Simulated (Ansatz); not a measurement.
`CO[SiH2]S` + H–F → `CO[SiH2]F` + H₂S at 600 K and 1 bar (ligand exchange at the Si–S bond).

Gas-phase electronic energies from Ansatz, PBE0-D4/def2-TZVP geometries. CBS: MP2 limit from def2 TZ/QZ plus the TZ coupled-cluster correction, frozen cores. This one scheme is used for every species. Each species was taken in one conformer, which may not be the lowest.

| species | CCSD(T)/CBS energy (Eh) | H − E (kJ/mol) | S (J/(mol·K)) |
| --- | --- | --- | --- |
| `CO[SiH2]S` | -803.74459 | 239.7 | 431.1 |
| H–F | -100.39570 | 42.3 | 194.0 |
| `CO[SiH2]F` | -505.20189 | 214.8 | 391.4 |
| H₂S | -398.97279 | 60.8 | 230.9 |

H − E and S are ideal-gas, rigid-rotor, harmonic terms from PBE0-D4/def2-TZVP, for one conformer and one mirror image of each species. 1 Eh = 2625.50 kJ/mol, R = 8.31446 J/(mol·K).

Q: By hand: ΔE, ΔH, ΔS and ΔG.

A: ΔE = (-505.20189) + (-398.97279) − (-803.74459) − (-100.39570) = -0.03439 Eh = -90.3 kJ/mol. Δ(H − E) = 214.8 + 60.8 − 239.7 − 42.3 = -6.4, so ΔH = -96.7 kJ/mol. ΔS = 391.4 + 230.9 − 431.1 − 194.0 = -2.8 J/(mol·K). ΔG = -96.7 − 600 × (-2.8)/1000 = -95.0 kJ/mol.

Q: By hand: the equilibrium constant, and the temperature at which ΔG would vanish if ΔH and ΔS stayed fixed.

A: log₁₀ K = −ΔG/(RT ln 10) = 8.3. ΔG = 0 at ΔH/ΔS = 34536 K, far beyond where these terms or the molecules hold.

The number of gas molecules stays the same, so ΔS is small and ΔH decides. A doubt of 5 kJ/mol in ΔE shifts log₁₀ K by 0.4 here. Other conformers and mirror images would add mixing entropy, several J/(mol·K) or more a flexible species. Modes under 60 cm⁻¹, often nearly free rotors, make the harmonic entropy too high. These are equilibria of isolated gas molecules and say nothing of rates. Largest T1 diagnostic: 0.011 (customary marks: 0.02 for closed shells, 0.045 for open ones).
